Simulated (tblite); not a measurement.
C₆H₇FNO (doublet state).
Geometry (GFN2-xTB, Å), atoms numbered from 1 in this order:
```xyz
16
C6H7FNO angstrom
F      0.3312    1.1735    1.9034
C      0.9813    0.6212    0.8830
C      0.5418   -0.0482   -0.2368
C     -0.8451   -0.3154   -0.6421
C     -1.8959   -0.5971    0.3990
C     -1.9234    0.6939   -0.3501
C      1.6963   -0.4308   -0.9087
N      2.8203    0.0852   -0.2408
O      2.3616    0.6823    0.9553
H     -0.9111   -0.8578   -1.5763
H     -2.6421   -1.3437    0.1745
H     -1.5960   -0.5750    1.4350
H     -2.6878    0.8455   -1.0966
H     -1.6413    1.5915    0.1772
H      1.8241   -0.9561   -1.8285
H      3.5785   -0.5602   -0.0173
```

Computed values, GFN2-xTB/tblite, gas phase, harmonic and unscaled. The method is semi-empirical: single wavenumbers can be off by several per cent or more. One conformer, not necessarily the lowest. Open shells enter through the occupations alone, without spin polarisation, and single modes of such species can be off by tens of per cent.

Harmonic wavenumbers (cm⁻¹): 53.8, 145.9, 152.3, 173.2, 324.3, 325.1, 358.5, 401.4, 487.8, 559.7, 615.7, 653.1, 738.3, 804.8, 848.0, 865.9, 956.0, 963.4, 990.0, 1024.6, 1071.9, 1072.8, 1092.5, 1097.5, 1131.7, 1155.8, 1197.9, 1241.8, 1249.7, 1268.5, 1355.5, 1436.6, 1447.3, 1487.1, 1608.5, 3060.9, 3092.9, 3094.9, 3105.8, 3121.3, 3214.7, 3220.3.

A = 3134, B = 1339, C = 1014 MHz; mass 128.051 u (most abundant isotopes); point group C1, symmetry number 1; spin multiplicity 2.

Problem. What is the zero-point energy?

Solution. ½Σν̃ = 26134 cm⁻¹ = 312.63 kJ/mol.

Problem. Entropy at 200 K, 1 bar (ideal gas, RRHO, classical rotation)?

Solution. Translation 161.07, rotation 115.16, vibration 53.69, spin (R ln 2) 5.76: S = 335.7 J/(mol K).

Problem. And Cp and H(200 K) − H(0)?

Solution. Cp = 99.76 J/(mol K), of which vibrations give 66.51 (their classical limit is 42 R = 349.2); H(200 K) − H(0) = 12.83 kJ/mol without the zero-point energy, 6.18 from vibrations.

Problem. Which modes carry the vibrational entropy at 200 K?

Solution. 53.8 cm⁻¹: 16.26; 145.9 cm⁻¹: 8.28; 152.3 cm⁻¹: 7.96; 173.2 cm⁻¹: 7.00; 324.3 cm⁻¹: 2.93; 325.1 cm⁻¹: 2.92 J/(mol K); the other 36 give 8.33 together.

Problem. What must be added to the electronic energy to get the Gibbs energy at 200 K and 1 bar?

Solution. ZPE + [H(200 K) − H(0)] − T·S = 312.63 + 12.83 − 67.14 = 258.32 kJ/mol.

Hindered rotation and anharmonicity are outside this model. Other conformers, if any are populated, would add a mixing term that is left out. The structure is chiral; the term R ln 2 for an equal mix with its mirror image is left out.
